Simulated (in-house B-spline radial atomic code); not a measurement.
Ionising Rh3+ with different functionals

Computed with a B-spline radial code for spherical atoms: four-component Dirac-Coulomb Hamiltonian, Fermi nucleus of rms radius 4.4945 fm, spin-restricted, spherical fractional occupations for the functionals, and exact exchange of hybrids averaged over the configuration. The ionisation energy is the difference of two self-consistent energies, [Kr] 4d6 → [Kr] 4d5, without Breit or QED terms; ε is the level of the shell that loses the electron (mean over j). The electron is taken from both j subshells in proportion to 2j + 1, so the result is a j average, not the step between ground levels.

```csv
method,rung,ΔSCF (eV),-ε(4d) (eV)
B97-1,global hybrid,46.79,41.17
B3LYP,global hybrid,?,?
PBE0,global hybrid,46.84,41.57
BHandHLYP,global hybrid,?,?
```

(1) What does B3LYP give?

(2) What does BHandHLYP give?

(3) Among the functionals, which spreads more, the ΔSCF values or the orbital energies?

(4) How do they compare with the NIST value?

Results:

(1) ΔSCF 46.91 eV, and -ε(4d) = 41.21 eV.

(2) ΔSCF 46.61 eV, and -ε(4d) = 43.51 eV.

(3) The orbital energies: ΔSCF values span about 0.30 eV and the orbital energies 2.34 eV; here energy differences depend much less on the functional than eigenvalues do.

(4) NIST lists 42 eV ± 1.7 (tabulated theory, ground level to ground level). Errors run from +4.61 to +4.91 eV. The correlated functionals all miss on the same side by more than they spread, so the cause is common to them (Breit-QED terms, spin polarisation, the choice among j levels, multiplet and fine-structure energies, or a listed next ion that isn't the cheapest removal here) and closeness doesn't rank the functionals.
